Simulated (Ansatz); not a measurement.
Consider the ligand exchange at a Ge–I bond: `[GeH3][I]` + `NC=O` → `O=C[NH][GeH3]` + HI.

Computed with Ansatz on PBE0-D4/def2-TZVP structures; ΔE is electronic, products minus reactants. CCSD(T)/CBS adds triple-zeta CCSD(T) − MP2 to the extrapolated MP2 energy (def2 sets, frozen cores). This one scheme is used for every species. Functionals use def2-TZVPP. B3LYP here is the variant with VWN-RPA as its local correlation; programs differ in this. HSE06 is defined as in plane-wave codes. def2 core potentials past Kr. For Ge, I outer-core shells are correlated without core-valence functions, which leaves a few kJ/mol of doubt a bond. Scalar relativity is left out up to krypton. Each species was taken in one conformer, which may not be the lowest.

`[GeH3][I]`:

Cartesian coordinates in Å:
```
Ge -0.143 -0.163 0.063
I 1.452 1.648 -0.643
H -0.720 -0.792 -1.209
H -1.241 0.493 0.908
H 0.652 -1.186 0.880
```

`NC=O`:

Cartesian coordinates in Å:
```
N -0.574 -0.313 -0.226
C 0.548 0.299 0.211
O 1.480 0.615 -0.487
H -0.665 -0.535 -1.204
H -1.316 -0.552 0.405
H 0.527 0.487 1.302
```

`O=C[NH][GeH3]`:

```xyz
9

O     0.029   -1.559    1.223
C     0.908   -0.783    0.917
N     0.721    0.240    0.058
Ge   -0.974    0.465   -0.693
H     1.933   -0.859    1.325
H     1.505    0.840   -0.143
H    -1.988    0.731    0.422
H    -1.331   -0.774   -1.515
H    -0.803    1.699   -1.594
```

HI:

```xyz
2

I    -0.322    0.722   -0.151
H     0.322   -0.722    0.151
```

CCSD(T)/CBS gives +65.7 kJ/mol.

Another level gave +76.7 kJ/mol. Which?
A. HSE06-D4/def2-TZVPP
B. B97M-V/def2-TZVPP
C. RPA@PBE/def2-TZVPP
D. B3LYP-D4/def2-TZVPP

A. HSE06-D4 76.7, B97M-V 63.3, B3LYP-D4 70.2, RPA@PBE/def2-TZVPP 51.1 kJ/mol.

Largest T1 diagnostic among the species: 0.016.

Leaving LDA and LC-ωPBE aside and taking each functional with its dispersion term where it has one, the values spread over 13.4 kJ/mol, from B97M-V to HSE06-D4. LDA lies −8.7 kJ/mol from PBE without D4. From r2SCAN to r2SCAN0 (25 % exact exchange), in def2-TZVPP and without D4, ΔE moves by +3.3 kJ/mol. At CCSD(T), def2-SVP lies −9.8 kJ/mol from the extrapolated value and def2-TZVPP −8.0 kJ/mol.
